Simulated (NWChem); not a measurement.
## silylphosphine (H5PSi) in NWChem

SMILES: [SiH3]P
```xyz
7

Si    -1.0750     0.0955     0.2241
P      1.1290    -0.0772    -0.3490
H     -1.8516    -0.8869    -0.6096
H     -1.5361     1.4869    -0.1148
H     -1.3593    -0.1700     1.6789
H      1.2981    -1.3190     0.3647
H      1.5638     0.7099     0.7785
```
Charge 0, spin multiplicity 1.

The numbers come from NWChem runs, not from measurements. All single points use one geometry, from PBE/def2-SVP, a minimum by its harmonic frequencies.

Symmetry labels belong to the abelian group C1 used in the runs, with the axes of the coordinates shown; states degenerate in a higher group split over its labels.

**Question.** List the lowest 3 singlet excitations that CIS/aug-cc-pVDZ gives, with oscillator strengths.

**Answer.** 
```
state  symmetry  energy (eV)  wavelength (nm)      f
-----  --------  -----------  ---------------  -----
1             a         6.92              179  0.068
2             a         7.01              177  0.030
3             a         7.38              168  0.395
```
